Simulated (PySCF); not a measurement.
## `CC[C@@H]1COC=C[C@H]1F`, C7H11FO

Cartesian coordinates in Å; atom numbers follow the order of the lines, from 1:
```xyz
20

C     2.549    0.431   -0.528
C     1.531   -0.444    0.194
C     0.082   -0.134   -0.190
C    -0.388    1.223    0.333
O    -1.707    1.550   -0.069
C    -2.589    0.526   -0.073
C    -2.297   -0.749    0.149
C    -0.881   -1.191    0.364
F    -0.669   -2.397   -0.284
H     2.408    0.371   -1.605
H     2.462    1.471   -0.225
H     3.557    0.095   -0.296
H     1.650   -0.331    1.274
H     1.724   -1.490   -0.056
H    -0.014   -0.145   -1.281
H    -0.341    1.229    1.432
H     0.238    2.030   -0.050
H    -3.591    0.876   -0.274
H    -3.055   -1.511    0.129
H    -0.672   -1.398    1.426
```

Theory: GIAO B3LYP/pcSseg-1 magnetisability, rotational g tensor and spin-rotation constants, non-relativistic, gas phase (PySCF 2.14.0). Geometry: GFN2-xTB.

Question: How diamagnetic is it, and how anisotropic?

Answer: Isotropic -1350 × 10⁻³⁰ J/T², or -81.3 × 10⁻⁶ cm³/mol; principal values -1379, -1345, -1325 × 10⁻³⁰ J/T², anisotropy 48 × 10⁻³⁰ J/T² (root of half the summed squared differences of the principal values). The susceptibility is in cgs units.

Question: Split it along the inertial axes a, b, c into diamagnetic and paramagnetic parts about the centre of mass, with the quadrupole moment.

Answer: 
| axis | χ (10⁻⁶ cm³/mol) | diamagnetic (10⁻⁶ cm³/mol) | paramagnetic (10⁻⁶ cm³/mol) | summed x² of all electrons (Å²) | quadrupole Θ (D Å) |
| --- | --- | --- | --- | --- | --- |
| a | -81.3 | -627.5 | 546.3 | 212.0 | +6.48 |
| b | -80.4 | -1006.8 | 926.4 | 122.6 | -7.77 |
| c | -82.2 | -1419.5 | 1337.3 | 25.3 | +1.30 |

Anisotropies 2χaa − χbb − χcc = 0.0 and 2χbb − χaa − χcc = +2.6 × 10⁻⁶ cm³/mol. Θ is traceless in Buckingham's convention.

Question: And the rotational g tensor?

Answer: 
| axis | rotational constant (GHz) | g | nuclear part | electronic part |
| --- | --- | --- | --- | --- |
| a | 2.2314 | -0.0221 | 0.5505 | -0.5726 |
| b | 1.3977 | -0.0089 | 0.5993 | -0.6083 |
| c | 0.9152 | -0.0074 | 0.5676 | -0.5750 |

Asymmetric top; isotopes 12C, 19F, 1H, 16O; no vibrational averaging.
